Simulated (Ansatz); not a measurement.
Start from `O[Si](F)(O[SiH3])O[SiH3]` and change one atom or group to get `O[Si](O)(F)O[SiH3]`.

Ansatz, PBE0-D4/def2-TZVP geometries, multiplicity 1. Each molecule was computed in one conformer, which needn't be the lowest.

```
                               property  `O[Si](F)(O[SiH3])O[SiH3]`
   HOMO–LUMO gap (PBE0/def2-TZVPP) / eV                        8.86
HOMO–LUMO gap (ωB97M-V/def2-TZVPP) / eV                       12.76
     HOMO energy (PBE0/def2-TZVPP) / eV                       -9.08
    HOMO energy (B3LYP/def2-TZVPP) / eV                       -8.87
    LUMO energy (B3LYP/def2-TZVPP) / eV                       -0.47
      LUMO energy (PBE/def2-TZVPP) / eV                       -1.10
```

**Question.** What does the change do to each property? (An estimate is asked.)

**Answer.** Ansatz gave: 
```tsv
property	`O[Si](O)(F)O[SiH3]`	shift
HOMO–LUMO gap (PBE0/def2-TZVPP) / eV	9.04	0.18
HOMO–LUMO gap (ωB97M-V/def2-TZVPP) / eV	12.92	0.16
HOMO energy (PBE0/def2-TZVPP) / eV	-9.03	0.05
HOMO energy (B3LYP/def2-TZVPP) / eV	-8.81	0.06
LUMO energy (B3LYP/def2-TZVPP) / eV	-0.29	0.18
LUMO energy (PBE/def2-TZVPP) / eV	-0.88	0.22
```

With PBE0 the HOMO rises by 0.05 eV and the LUMO rises by 0.23 eV, so the gap widens by about 0.18 eV. PBE moves the HOMO by 0.09 eV and ωB97M-V by 0.04 eV.

B3LYP here is the variant with VWN-RPA as its local correlation; programs differ in this.
